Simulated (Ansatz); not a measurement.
Reaction (ligand exchange at the Al–Cl bond): `[SiH3][AlH][Cl]` + `O[SiH3]` → `[SiH3][O][AlH][SiH3]` + HCl

Isolated molecules relaxed with PBE0-D4/def2-TZVP in Ansatz; ΔE leaves out vibrations. CCSD(T)/CBS adds triple-zeta CCSD(T) − MP2 to the extrapolated MP2 energy (def2 sets, frozen cores). This one scheme is used for every species. DFT in def2-TZVPP. B3LYP here is the variant with VWN-RPA as its local correlation; programs differ in this. One conformer a species, not always the lowest.

`[SiH3][AlH][Cl]`:

Z-matrix (Å, degrees):
```
Si
Al 1 2.446
H 1 1.490 2 110.2
H 1 1.490 2 110.2 3 118.9
H 1 1.489 2 112.2 3 -120.6
Cl 2 2.104 1 116.2 3 -59.8
H 2 1.581 1 127.5 3 120.1
```

`O[SiH3]`:

Z-matrix (Å, degrees):
```
Si
O 1 1.648
H 1 1.489 2 111.7
H 1 1.489 2 111.7 3 120.9
H 1 1.481 2 105.9 3 -119.6
H 2 0.957 1 117.9 3 -60.5
```

`[SiH3][O][AlH][SiH3]`:

Cartesian coordinates in Å:
```
Si 0.187 1.977 -1.349
O -0.369 0.471 -1.095
Al -0.731 -1.038 -0.436
Si 0.207 -1.591 1.760
H 0.894 2.488 -0.142
H 1.137 1.979 -2.494
H -0.946 2.889 -1.659
H -1.645 -1.996 -1.305
H 0.647 -0.378 2.506
H -0.777 -2.322 2.608
H 1.396 -2.479 1.606
```

HCl:

Z-matrix (Å, degrees):
```
Cl
H 1 1.279
```

```csv
level,ΔE (kcal/mol),difference from CCSD(T)/CBS
PBE-D4,2.6,1.4
r2SCAN-D4,1.8,0.6
PBE0-D4,2.6,1.4
B3LYP-D4,0.4,-0.8
ωB97X-V,1.6,0.4
ωB97M-V,1.7,0.5
B2PLYP,0.9,-0.3
PBE,3.2,2.0
r2SCAN,2.1,0.9
PBE0,3.2,2.0
B3LYP,1.3,0.1
HF/def2-TZVPP,1.4,0.2
MP2/def2-TZVPP,0.9,-0.3
SCS-MP2/def2-TZVPP,0.2,-1.0
CCSD/def2-TZVPP,0.2,-1.0
CCSD(T)/def2-TZVPP,0.3,-0.9
HF/def2-QZVPP,1.0,-0.2
MP2/def2-QZVPP,1.2,0.0
SCS-MP2/def2-QZVPP,0.7,-0.5
HF/CBS(def2),0.9,-0.3
MP2/CBS(def2),1.8,0.6
CCSD/CBS(def2),1.2,0.0
CCSD(T)/CBS,1.2,0
```

Largest T1 diagnostic among the species: 0.013.

The D4 term adds −0.9 kcal/mol with B3LYP and −0.6 kcal/mol with PBE0; it sums over pairs of atoms, weighted by their polarisabilities, and B3LYP, whose exchange is more repulsive, gets the larger term.
